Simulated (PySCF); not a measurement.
H₄O₃SSn, SMILES [OH][Sn]([OH])([OH])[SH].

Coordinates come from a PBE-D3(BJ)/def2-SVP optimisation. The structure was generated by enumeration; whether it is a known compound was not checked. The def2 effective core potentials stand for the cores of Sn; spin–orbit coupling is left out. Other conformers were not sampled.

Level of theory: PySCF with IEF-PCM-PBE0/def2-SVP.

The values are the electrostatic part of the solvation free energy, E(continuum) − E(gas) at the gas-phase geometry, in a cavity of scaled van der Waals radii (PySCF's table); cavitation and dispersion terms are not included. A continuum can't describe solvent molecules that bind to the metal. In vacuum the orbital gap is 5.93 eV. The dipole moment in vacuum is 0.88 D.

```csv
solvent,ε,ΔG(elec) (kcal/mol),dipole (D),gap (eV)
water,78.36,-11.5,1.12,5.99
methanol,32.61,-11.1,1.11,5.99
acetonitrile,35.69,-11.2,1.11,5.99
```
